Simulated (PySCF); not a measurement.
CdSe, SMILES [Cd]=[Se]. The structure is a stationary point at PBE-D3(BJ)/def2-TZVP. The def2 effective core potentials stand for the cores of Cd; spin–orbit coupling is left out.

Computed equilibrium geometry at PBE-D3(BJ)/def2-TZVP (PySCF confirms it by a frequency run) as bond lengths and angles, and its point group:
point group C∞v.
Atoms: Cd1 Se2. Bond lengths (Å): Cd1–Se2 2.374.
